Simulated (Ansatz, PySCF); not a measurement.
Another site gives an ion 51953.86 eV lower (`O=[CH][GeH3]`) at the level PBE-D3(BJ)/def2-TZVP // TPSSh-D3(BJ)/def2-TZVP (PySCF).

Cartesian coordinates (Å):
```xyz
8

N      1.1210     0.3903    -0.2651
C      0.0786     0.1776     0.5633
O      0.0190     0.4594     1.7482
C     -1.1138    -0.4891    -0.1267
O     -1.1163    -0.7928    -1.2942
H      1.9634     0.8232     0.0764
H      1.0448     0.1094    -1.2311
H     -1.9698    -0.6642     0.5496
```
Charge 0, multiplicity 1.

Level of theory: frozen-core CCSD(T)/cc-pVTZ // TPSSh-D3(BJ)/def2-TZVP (Ansatz, a quantum-chemistry and plane-wave program).

```yaml
HF energy: -281.76580 Ha
MP2 correlation energy: -0.97831 Ha
```

Estimate the CCSD correlation energy, the (T) correction, the total energy and the T1 diagnostic.


| Item | Value |
|---|---|
| CCSD correlation energy | -0.98700 Ha |
| (T) correction | -0.04478 Ha |
| CCSD(T) total energy | -282.79759 Ha |
| T1 diagnostic | 0.016 |
